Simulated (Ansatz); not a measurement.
Isolated molecules relaxed with PBE0-D4/def2-TZVP in Ansatz; ΔE leaves out vibrations. CCSD(T)/CBS is the MP2 limit (def2-TZVPP, def2-QZVPP) plus CCSD(T) − MP2 in def2-TZVPP, frozen cores. This one scheme is used for every species. Functionals use def2-TZVPP. Elements past krypton have def2 core potentials. For In outer-core shells are correlated without core-valence functions, which leaves a few kJ/mol of doubt a bond. One conformer a species, not always the lowest.

Consider the β-hydride elimination: `C[NH][InH][Cl]` → `[Cl][InH2]` + `C=N`.

(1) Is it downhill or uphill in electronic energy at CCSD(T)/CBS, and by how much? (An estimate is asked.)

(2) What do these levels give: PBE-D4, B97M-V, BHLYP-D4, ωB97M-V, BLYP, r2SCAN0, BHLYP, LC-ωPBE, CCSD(T)/def2-SVP, MP2/def2-TZVPP, HF/def2-QZVPP, SCS-MP2/def2-QZVPP? (Estimate.)

Largest T1 diagnostic among the species: 0.015.

Answers

(1) Ansatz gave: Uphill: ΔE = +145.7 kJ/mol.

(2) The calculation gave: PBE-D4 140.3, B97M-V 126.7, BHLYP-D4 139.4, ωB97M-V 135.9, BLYP 103.9, r2SCAN0 146.3, BHLYP 127.9, LC-ωPBE 149.3, CCSD(T)/def2-SVP 126.5, MP2/def2-TZVPP 152.7, HF/def2-QZVPP 103.1, SCS-MP2/def2-QZVPP 143.2 kJ/mol.

The D4 term adds +13.4 kJ/mol with B3LYP and +7.4 kJ/mol with PBE0; it sums over pairs of atoms, weighted by their polarisabilities, and B3LYP, whose exchange is more repulsive, gets the larger term. At CCSD(T), def2-SVP lies −19.2 kJ/mol from the extrapolated value and def2-TZVPP −10.9 kJ/mol. From BLYP to BHLYP (50 % exact exchange), in def2-TZVPP and without D4, ΔE moves by +24.0 kJ/mol.

B3LYP here is the variant with VWN-RPA as its local correlation; programs differ in this.
